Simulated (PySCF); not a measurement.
hexachlorodisilane (Cl₆Si₂), SMILES Cl[Si](Cl)(Cl)[Si](Cl)(Cl)Cl. Atoms are numbered in the order given.

```xyz
8

Cl     1.6723    -0.9655     1.8419
Si     0.0000     0.0000     1.1617
Cl     0.0000     1.9310     1.8419
Cl    -1.6723    -0.9655     1.8419
Si     0.0000     0.0000    -1.1617
Cl     1.6723     0.9655    -1.8419
Cl     0.0000    -1.9310    -1.8419
Cl    -1.6723     0.9655    -1.8419
```

Geometry: PBE0-D3(BJ)/def2-SVP. One conformer was computed; it need not be the lowest.

Level of theory: TDA-PBE0/def2-SVPD in PySCF.

Vertical excitations; the highest root listed may be one member of a degenerate set. Isolated molecule, no solvent. State labels are in the subgroup C2h.

Computed lowest excited states:
```tsv
state	symmetry	energy (eV)	λ (nm)	f	main pairs
S1	Au	6.57	189	0.051	HOMO→LUMO+1 (degenerate set)
S2	Bu	6.57	189	0.051	HOMO→LUMO (degenerate set)
S3	Bu	6.76	184	0.208	HOMO→LUMO+2 95 %
S4	Au	7.16	173	0.040	HOMO−1→LUMO (degenerate set)
S5	Bu	7.16	173	0.040	HOMO−1→LUMO+1 (degenerate set)
S6	Au	7.19	173	0.000	HOMO−1→LUMO+2 87 %
T1	Au	5.67	219	0	HOMO→LUMO+1 (degenerate set)
T2	Bu	5.67	219	0	HOMO→LUMO (degenerate set)
```
Triplets are in the Tamm–Dancoff approximation.
